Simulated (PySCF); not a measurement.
## Computed NMR parameters against published values

Cartesian coordinates in Å; atom numbers follow the order of the lines, from 1:
```xyz
21

C     3.0215   -0.0311    0.8466
C     1.8463    0.3236   -0.0519
O     0.6657   -0.1944    0.4982
Si   -0.8661   -0.0988   -0.0621
C    -1.4531    1.7145   -0.1993
C    -1.8311   -1.0531    1.2623
C    -1.0372   -0.9065   -1.7854
H     2.8683    0.3865    1.8380
H     3.9433    0.3654    0.4296
H     3.1046   -1.1108    0.9360
H     1.7588    1.4126   -0.1485
H     1.9982   -0.0946   -1.0543
H    -1.3549    2.2311    0.7515
H    -0.8701    2.2668   -0.9322
H    -2.4939    1.7800   -0.4995
H    -1.7218   -0.5949    2.2393
H    -2.8882   -1.0739    1.0219
H    -1.4884   -2.0791    1.3413
H    -2.0668   -0.9118   -2.1282
H    -0.4507   -0.3775   -2.5326
H    -0.6932   -1.9370   -1.7708
```

What is known from experiment: δ ²⁹Si Si4 16.7 ppm (measured; solution, ethanol; T. M. Alam, M. Henry, Phys. Chem. Chem. Phys. (a906445a), supplement).
δ ²⁹Si Si4 14.7 ppm (measured; liquid, neat; T. M. Alam, M. Henry, Phys. Chem. Chem. Phys. (a906445a), supplement).

[PySCF: geometry from GFN2-xTB; σ from GIAO-PBE0/pcSseg-1; one computed conformer; non-relativistic Hamiltonian; in vacuum; equivalent nuclei averaged]

Question: What does the calculation give, and how does it compare?

Answer: 
Reference values: measured (solution, ethanol; T. M. Alam, M. Henry, Phys. Chem. Chem. Phys. (a906445a), supplement).
```
atoms                  quantity  reference  computed  computed, scaled
  Si4  δ ²⁹Si vs TMS (internal)       16.7      10.8               1.9
```

Reference values: measured (liquid, neat; T. M. Alam, M. Henry, Phys. Chem. Chem. Phys. (a906445a), supplement).
| atoms | quantity | reference | computed | computed, scaled |
| --- | --- | --- | --- | --- |
| Si4 | δ ²⁹Si vs TMS (internal) | 14.7 | 10.8 | 1.9 |

Computed shifts are σ(ref) − σ with the named reference compound (TMS for H and C) calculated as an isolated molecule at the same level. The measured values may be among those fitted. Shieldings were converted by a linear fit to measured shifts: ²⁹Si: δ = 279.94 − 0.822σ (rms 8.9 ppm, 72 shifts, 25.8 ppm with the 6 outliers that the fit left out vs TMS, solution or neat liquid). Occasional misses reach two or three times the rms, and more in compound classes unlike the fitted ones.

Question: How far are the unscaled ²⁹Si shifts from the references?

Answer: Mean signed difference -4.90 ppm, mean absolute 4.90 ppm over 2 comparisons; the largest is -5.9 ppm at Si4 (silicon bonded to 3 C, O).
